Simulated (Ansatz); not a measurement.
A CCSD(T) single point on C2H7ClGeOS (`C[O][GeH]([Cl])[S]C`).

```yaml
crystal:
  periodic: [false, false, false]
  atoms:
    - {symbol: C, position_ang: [1.481718, 1.292419, -0.630295]}
    - {symbol: O, position_ang: [0.373421, 1.385458, 0.242044]}
    - {symbol: Ge, position_ang: [-1.172777, 0.677887, -0.225005]}
    - {symbol: Cl, position_ang: [-1.833394, 1.555304, -2.071291]}
    - {symbol: S, position_ang: [-0.964094, -1.470217, -0.640200]}
    - {symbol: C, position_ang: [-0.371181, -1.980115, 1.001599]}
    - {symbol: H, position_ang: [1.662343, 0.260766, -0.953700]}
    - {symbol: H, position_ang: [2.359032, 1.648563, -0.087205]}
    - {symbol: H, position_ang: [1.342398, 1.915956, -1.519451]}
    - {symbol: H, position_ang: [-2.127798, 1.040226, 0.914136]}
    - {symbol: H, position_ang: [-1.128337, -1.813475, 1.767723]}
    - {symbol: H, position_ang: [0.550166, -1.463516, 1.267294]}
    - {symbol: H, position_ang: [-0.171507, -3.049256, 0.934372]}
basis:
  gaussian: {orbitals: def2-TZVPP}
correlation: {method: ccsd_t}
```

```sh
$ ansatz run in.yaml --threads 2 --pin off --events-out ev --progress --plain --max-ram 20480MiB --backend cuda --devices 0, --max-vram 18GiB
```

Output of Ansatz, abridged:

```
Functional definition: HF
1929 factors; integrals over basis functions are off by at most 1.2e-3 eV
mean field evaluation 1: about -84004.2387 eV, gradient 3.9e1 eV
mean field evaluation 2: about -84004.5603 eV, gradient 4.0e1 eV
mean field evaluation 4: about -84008.2261 eV, gradient 5.0e0 eV
mean field evaluation 8: about -84008.3052 eV, gradient 3.4e-1 eV
mean field evaluation 16: about -84008.3058 eV, gradient 1.8e-6 eV
mean field -84008.30583795 eV, -3087.2482966699 hartree, gradient 1.8e-6 eV, S^2 0.000000; 0 other end points of the search recorded, 0 dependent functions left out
22 core orbitals not correlated: weight in the atoms' cores, before any rotation towards them, 1.000 or more for the frozen orbitals, at most 0.000 for the correlated occupied ones
reference -84008.30583795 eV, -3087.2482966699 hartree; 24, 24 occupied and 277, 277 virtual orbitals, 1929 factors
second order -32.80163868 eV of doubles, -0.00000000 eV of singles
cycle   1  -33.28274803 eV  change   -4.8e-1 eV  update   1.3e-1
cycle   2  -34.13170469 eV  change   -8.5e-1 eV  update   3.7e-2
cycle   3  -34.30004386 eV  change   -1.7e-1 eV  update   1.9e-2
cycle   4  -34.28731786 eV  change    1.3e-2 eV  update   4.3e-3
cycle   5  -34.28437530 eV  change    2.9e-3 eV  update   2.2e-3
cycle   6  -34.28527829 eV  change   -9.0e-4 eV  update   7.0e-4
cycle   7  -34.28501650 eV  change    2.6e-4 eV  update   3.1e-4
cycle   8  -34.28494137 eV  change    7.5e-5 eV  update   9.1e-5
cycle   9  -34.28497509 eV  change   -3.4e-5 eV  update   3.5e-5
perturbative correction -1.42726710 eV, -0.0524510985 hartree
Total energy: -84044.01808014 eV, -3088.5606973638 hartree
```

Run time 6 s (2 threads of an AMD EPYC 7R13 on a shared host and a share of an NVIDIA H100 80 GB); peak host memory 1.4 GiB.

MP2 recovers 91.8 % of the CCSD(T) correlation energy and the triples give 4.0 %; T1 = 0.0112.
